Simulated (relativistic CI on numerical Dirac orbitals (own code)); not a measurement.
Line list: Electric-dipole lines, Ti+

These numbers are calculated, not measured: Dirac-Coulomb-Breit CI, separate exchange-only KLI orbitals for each configuration, model QED (radiative potential, 1s self-energy scaled to tabulated hydrogen-like ionisation energies), valence Slater integrals scaled by 0.85, P86 correlation estimate, and configurations built on the next ion tied to the tabulated ionisation energy (semi-empirical) (own radial code, finite nucleus).

Configuration list (outside the closed core [Ar]): 3d2.4s, 3d3, 3d.4s2, 3d2.4p, 3d2.4d, 3d2.5s, 3d2.4f, 3d.4s.4p, 4s.4p2, 3d.4p2, 3d2.5p, 3d.4s.5p, 3d2.6s, 3d2.5d, 4s2.4p, 3d2.6p, 3d2.5f, 3d2.5g, 3d2.6d, 3d.4s.6s, 3d.4s.5d, 3d2.6f, 3d.4s.6p, 3d.4s.5s. Levels of other configurations are missing.

```
λ vac (Å)              Lower                Upper   A (s⁻¹)  E lower (eV)  E upper (eV)
   2961.2  3d2.4s 4F_3/2 [1]  3d2.4p 4D°_5/2 [49]  2.06e+06        0.0000        4.1870
   2963.5  3d2.4s 4F_5/2 [2]  3d2.4p 4D°_7/2 [50]  1.39e+06        0.0103        4.1941
   2968.5  3d2.4s 4F_5/2 [2]  3d2.4p 4D°_5/2 [49]  3.72e+07        0.0103        4.1870
   2969.7  3d2.4s 4F_3/2 [1]  3d2.4p 4D°_3/2 [48]  4.48e+07        0.0000        4.1749
   2973.7  3d2.4s 4F_7/2 [3]  3d2.4p 4D°_7/2 [50]  2.75e+07        0.0248        4.1941
   2976.0  3d2.4s 4F_3/2 [1]  3d2.4p 4D°_1/2 [47]  2.36e+08        0.0000        4.1661
   2977.1  3d2.4s 4F_5/2 [2]  3d2.4p 4D°_3/2 [48]  1.79e+08        0.0103        4.1749
   2978.8  3d2.4s 4F_7/2 [3]  3d2.4p 4D°_5/2 [49]  1.69e+08        0.0248        4.1870
   2986.9  3d2.4s 4F_9/2 [4]  3d2.4p 4D°_7/2 [50]  2.01e+08        0.0432        4.1941
```

Terms are leading LS components. Brackets give the number of a level in order of energy, since labels repeat. The list gives strong lines, with weight on those to low levels, without configurations that were not tied to measured data, without lines whose two gauges differ by over a factor of 2.5, among the lowest 300 of 893 levels, so that lines to higher ones, which can be the strongest, are missing, and without lines across small gaps between configurations, and without 221 lines that miss the measured interval by over 3.5 %, start from a term whose rates miss tabulated ones by over 60 %, have gauges far apart or, lacking measured levels, span too small a gap for the errors found; lines with a level outside our table were not tested and can miss by more. Levels whose partners in the same complex of configurations lie outside the list can be far off, and so can their lines. Rates are taken at the computed energies, electric ones in the length gauge.

Configurations that consist of the next ion and one excited electron were tied to the tabulated ionisation energy; Rydberg ones are usually within 1,000 to 3,000 cm⁻¹ and the lowest ones within about 6,000 (9,000 in d shells), while levels on excited terms of the next ion carry the error of that term, and the other configurations can be misplaced by 10,000 cm⁻¹ or more. Rates follow the energies as ν³ (E1, M1) or ν⁵ (E2), so rates, branching and lifetimes can be off by large factors. The fine structure of a lone outer electron comes out too small, for d and f at times inverted, and misplaced configurations move strength between like terms. 48 of the 52 excited levels that our extract of the measured tables holds in this range could be paired (the sources list more); they are missed by 2048 cm⁻¹ on average and 5357 at most, and levels without a partner can miss by more.

LS names give the leading component of a level, which can be under half, so a name can repeat, a term be missing and a line seem to break the LS rules.
